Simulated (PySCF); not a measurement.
# How methods differ on the electron affinity of Sb

Sb⁻ [Kr] 4d10 5s2 5p4 (3P) → Sb [Kr] 4d10 5s2 5p3 (4S), as a difference of total energies. All numbers are calculated (PySCF 2.14, a scalar-relativistic core potential, in aug-cc-pwCVDZ-PP with ECP28MDF). Correlated levels: valence: 4s2 4p6 4d10 frozen. The calculations carry no spin-orbit coupling.

```tsv
method	electron affinity (eV)	difference from reference (eV)
UHF	-0.101	-1.148
MP2 (valence)	0.404	-0.643
SCS-MP2 (valence)	0.427	-0.620
CCSD (valence)	0.463	-0.584
CCSD(T) (valence)	0.502	-0.545
```

Reference: 1.047 eV (measured; photodetachment measurements, as compiled on the Wikipedia data page of electron affinities).

The reference lies between the lowest fine-structure levels, while these numbers refer to the centres of the terms.

Errors of the correlated levels include the incompleteness of this basis and the frozen core.

A negative affinity means that the anion lies above the atom at that level of theory.
